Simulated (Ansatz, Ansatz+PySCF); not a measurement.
| atom | x (Å) | y (Å) | z (Å) |
| --- | --- | --- | --- |
| O | 0.0000 | 0.0000 | -0.1085 |
| H | 0.0000 | 0.0000 | 0.8679 |
| O | 10.0000 | 0.0000 | -0.1085 |
| H | 10.0000 | 0.0000 | 0.8679 |

Basis set: cc-pVDZ (spherical functions). Frozen core: 2 orbitals. Charge 0, multiplicity 1.

Computed with Ansatz (development build ahead of 0.2.0); each method stands on the lowest determinant of its kind that the runs found. Restricted open shells among the atoms or ions are ROHF, correlated in semicanonical orbitals with singles. Restricted functionals stand beside restricted open-shell atoms, which can lie above the unrestricted atoms usual in DFT and then raise those values.

The atomization energy at this shape (free ground-state atoms in the same class of orbitals less the molecule, no zero-point energy) of singlet H2O2 in separate pieces:

| method | atomization energy |
| --- | --- |
| ωB97X (unrestricted) | 8.74 eV |
| r²SCAN (unrestricted) | 8.95 eV |
| PBE0 (unrestricted) | 8.67 eV |
| r²SCAN (restricted) | 6.46 eV |
| PBE (unrestricted) | 8.98 eV |
| PBE (restricted) | 7.33 eV |
| ωB97X (restricted) | 3.19 eV |
| PBE0 (restricted) | 5.01 eV |
| UHF-CCSDT(Q) | 8.18 eV |
| UHF-CCSD(T) | 8.17 eV |
| UHF-MP2 | 8.13 eV |
| UHF | 5.56 eV |
| RHF | -4.07 eV |

**Question.** What does RHF-MP2 give?

**Answer.** 30.84 eV. Caution for RHF-MP2, r²SCAN (restricted), PBE (restricted), ωB97X (restricted), PBE0 (restricted), RHF: an unrestricted determinant lies well below. Caution for RHF-MP2, UHF-CCSD(T): another reference gives a lower total. Caution for RHF-MP2: large amplitudes, a single reference is doubtful. Caution for ωB97X (unrestricted), r²SCAN (unrestricted), PBE0 (unrestricted), r²SCAN (restricted), PBE (unrestricted), PBE (restricted), ωB97X (restricted), PBE0 (restricted): charge can spread falsely over distant fragments. Caution for ωB97X (unrestricted), PBE0 (unrestricted), UHF-CCSDT(Q), UHF-CCSD(T), UHF-MP2, UHF: the determinant breaks the point group; the unrestricted determinant is a mixture of spin states. Caution for r²SCAN (unrestricted), PBE (unrestricted): the unrestricted determinant is spin contaminated. Caution for UHF-CCSDT(Q), UHF-CCSD(T), UHF-MP2: bonds are stretched, where a single reference can fail. Caution for RHF: the molecule lies well above its atoms at this level.
